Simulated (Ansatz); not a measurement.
A structure relaxed at PBE0-D4/def2-SVPD in Ansatz, charge -1, doublet:

```xyz
5

Sr   -1.3765   -0.7737    0.4983
Sr    1.4122    0.2364   -0.8316
O     0.3122    0.7085    1.1929
O    -0.4488    1.3469    0.0820
O     0.1008   -1.5181   -0.9417
```

Question: Give its formula and point group.

Answer: the cluster Sr₂O₃⁻. Point group C2v (tolerance 0.1 Å).

Question: Summarise the bond lengths by kind (pairs closer than 1.2 times the sum of covalent radii, bridged metal pairs left out).

Answer: 6 × O–Sr 2.19 to 2.35 Å; 1 × O–O 1.49 Å.

In the def2 sets Sr takes a core potential; there is no spin–orbit coupling. The structure holds 1 bond(s) between oxygen atoms. The highest occupied level of the charge -1 doublet lies above zero (up to 0.58 eV). By energy differences its removal costs 0.28 eV (vertical, to the charge 0 singlet, at PBE0-D4/def2-TZVPD). The relaxation made no stability test and no search for a lower SCF solution. The structure comes from a short search, and lower isomers may exist.
